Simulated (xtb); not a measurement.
C2H7NSi2, SMILES C[Si@@H]1N=C[SiH2]1. All values are semi-empirical tight-binding results from xtb (GFN2-xTB unless named), good for trends rather than for accurate numbers. Geometry: GFN2-xTB. The structure was generated by enumeration; whether it is a known compound was not checked.

Task: Estimate the properties. (The exact figures need the calculation; the answer reports its results.)

Result: 
The orbital gap comes out as 2.08 eV. The dipole moment comes out as 2.64 D and the zero-point energy is 50.5 kcal/mol. The G − E(el) at 298.15 K (modified RRHO) comes out as 30.8 kcal/mol. The static polarisability (D4 model) is 83.4 bohr³ and the solvation energy, GFN2-xTB/ALPB(water) is -1.9 kcal/mol. The solvation energy, GFN2-xTB/ALPB(hexane) is -3.5 kcal/mol.
